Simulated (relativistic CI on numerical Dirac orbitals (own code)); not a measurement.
# Co²⁺ in a cubic cluster: 3p photoemission with charge transfer

Computed with a charge-transfer multiplet model of a cubic metal-ligand cluster with up to 2 ligand holes, Slater and spin-orbit integrals from Dirac-Coulomb-Breit ions, Slater integrals scaled by 0.9. The ground state mixes d7 with configurations of k ligand holes L, whose averages lie at kΔ + k(k − 1)U_dd/2; a core hole lowers each added d electron by U_cd. 300 K, Lorentzian 0.9 eV and Gaussian 0.8 eV FWHM.

Atomic integrals in eV (Slater integrals scaled, ζ unscaled), ground: F2dd 10.387, F4dd 6.447, zeta_d 0.063; with the core hole: F2dd 11.400, F4dd 7.123, zeta_d 0.070, zeta_core 1.221, F2cd 12.278, G1cd 15.185, G3cd 9.250.

Cluster parameters (eV): Δ = 2.1, U_cd = 8.6, 10Dq = 0.75, 10Dq(ligand) = 0.9, V(eg) = 2.85, V(t2g) = -1.31, final-state hopping factor = 1.

```csv
Case,n_d,d7,d8L,d9L2,S
U_dd = 5.2 eV,7.63,0.44,0.49,0.07,0.59
U_dd = 5.9 eV,7.62,0.45,0.48,0.07,0.61
U_dd = 6.6 eV,7.60,0.46,0.48,0.06,0.64
U_dd = 7.3 eV,7.58,0.47,0.47,0.05,0.68
U_dd = 9.4 eV,7.52,0.52,0.44,0.04,0.89
```

Weights, n_d and S are thermal averages at 300 K. Binding energies count from the first peak over 30 % of the highest in each spectrum, which can be another peak from case to case. The parameters are a model scan and need not match a compound or its usual spin state. Peaks in eV (height, largest 100):
- U_dd = 5.2 eV: 0.0 (100), 6.8 (34), 10.5 (32), 14.1 (22), 15.3 (21), 20.8 (12), 24.1 (10)
- U_dd = 5.9 eV: 0.0 (100), 6.6 (34), 10.4 (33), 14.1 (21), 15.4 (21), 20.8 (12), 24.2 (10)
- U_dd = 6.6 eV: 0.0 (100), 6.4 (35), 10.2 (33), 14.0 (19), 15.6 (21), 20.9 (11), 24.2 (10)
- U_dd = 7.3 eV: 0.0 (100), 6.3 (37), 10.1 (35), 14.0 (18), 15.8 (20), 21.0 (10), 24.4 (9)
- U_dd = 9.4 eV: 0.0 (100), 6.3 (47), 10.3 (36), 16.6 (19), 18.5 (18), 22.0 (9), 25.1 (10), 30.4 (6)

For the case U_dd = 7.3 eV, Δ = 2.1 eV is smaller than U_dd = 7.3 eV, the charge-transfer side of the Zaanen-Sawatzky-Allen scheme. With the core hole the average of the configuration with one ligand hole lies at Δ − U_cd = -6.5 eV before mixing: it lies below the unscreened one, so the lowest final states are mostly screened and the unscreened weight appears at higher binding energy as a satellite.

With at most 2 ligand holes the space is cut while the next configuration still counts, so covalency is underestimated, and a final configuration with one more ligand hole, which can lie low, is missing from the spectra.
